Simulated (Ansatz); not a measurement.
Cost and result for the atomization energy of `CC1=[C]([AlH2])C1` (12 atoms, 12 bonds).

```xyz
12

C    -1.609   -0.868   -0.657
C    -0.339   -0.157   -0.492
C     0.593    0.313    0.296
Al    1.276    0.567    2.060
C     0.747    0.522   -1.217
H    -1.469   -1.747   -1.294
H    -2.336   -0.228   -1.167
H    -2.025   -1.185    0.301
H     0.456   -0.009    3.291
H     2.640    1.342    2.282
H     0.582    1.515   -1.638
H     1.485   -0.065   -1.765
```

The species carries charge 0 and has multiplicity 1. Geometry: relaxed with PBE0-D4/def2-TZVP. Program: Ansatz. All runs use 4 threads of an Arm Neoverse V2 on a shared host. Times are those of one run each, without the atoms' runs, and a repeat can differ threefold. Electronic energies, without spin–orbit coupling; frozen cores. CCSD(T)/CBS adds CCSD(T) − MP2 in def2-TZVPP to the MP2 limit, and its time is that of the two runs behind it. T1 = 0.011. B3LYP takes the VWN-RPA correlation (the form of Gaussian; ORCA's B3LYP/G).

CCSD(T)/CBS is a level of theory with its own doubt, some kJ/mol a heavy atom from the limit and from the frozen cores, so smaller differences don't rank the functionals.

```json
{"level": "PBE-D4/def2-TZVPP (with forces)", "functions": "264", "wall time": "2.1 s", "atomization (kJ/mol)": "4678.6", "difference from CCSD(T)/CBS": "113.3", "per bond": "9.4"}
{"level": "PBE0-D4/def2-TZVPP", "functions": "264", "wall time": "2.4 s", "atomization (kJ/mol)": "4613.0", "difference from CCSD(T)/CBS": "47.7", "per bond": "4.0"}
{"level": "B3LYP-D4/def2-TZVPP (with forces)", "functions": "264", "wall time": "3.8 s", "atomization (kJ/mol)": "4576.2", "difference from CCSD(T)/CBS": "10.9", "per bond": "0.9"}
{"level": "r2SCAN-D4/def2-TZVPP (with forces)", "functions": "264", "wall time": "4.1 s", "atomization (kJ/mol)": "4598.4", "difference from CCSD(T)/CBS": "33.1", "per bond": "2.8"}
{"level": "B2PLYP/def2-TZVPP", "functions": "264", "wall time": "4.5 s", "atomization (kJ/mol)": "4532.1", "difference from CCSD(T)/CBS": "-33.2", "per bond": "-2.8"}
{"level": "ωB97X-V/def2-TZVPP", "functions": "264", "wall time": "6.5 s", "atomization (kJ/mol)": "4585.5", "difference from CCSD(T)/CBS": "20.2", "per bond": "1.7"}
{"level": "ωB97M-V/def2-TZVPP (with forces)", "functions": "264", "wall time": "9.5 s", "atomization (kJ/mol)": "4587.1", "difference from CCSD(T)/CBS": "21.8", "per bond": "1.8"}
{"level": "MP2/def2-QZVPP", "functions": "508", "wall time": "19 s", "atomization (kJ/mol)": "4598.4", "difference from CCSD(T)/CBS": "33.1", "per bond": "2.8"}
{"level": "CCSD(T)/def2-TZVPP", "functions": "264", "wall time": "110 s", "atomization (kJ/mol)": "4460.0", "difference from CCSD(T)/CBS": "-105.3", "per bond": "-8.8"}
{"level": "CCSD(T)/CBS(def2)", "functions": "–", "wall time": "2.1 min", "atomization (kJ/mol)": "4565.3", "difference from CCSD(T)/CBS": "0.0", "per bond": "0.0"}
```

In def2-TZVPP, CCSD(T) changes the Hartree–Fock value by +1056.9 kJ/mol (the triples alone add +67.7 kJ/mol) and MP2 by +1133.2 kJ/mol; breaking electron pairs costs correlation energy, which Hartree–Fock lacks. From PBE to PBE0 (25 % exact exchange), in def2-TZVPP and without D4, the atomization energy moves by −62.2 kJ/mol: exact exchange takes away binding that semilocal exchange gives to molecules. The D4 term adds +35.6 kJ/mol with B3LYP and +18.9 kJ/mol with PBE0; it sums over pairs of atoms, weighted by their polarisabilities, and B3LYP, whose exchange is more repulsive, gets the larger term.
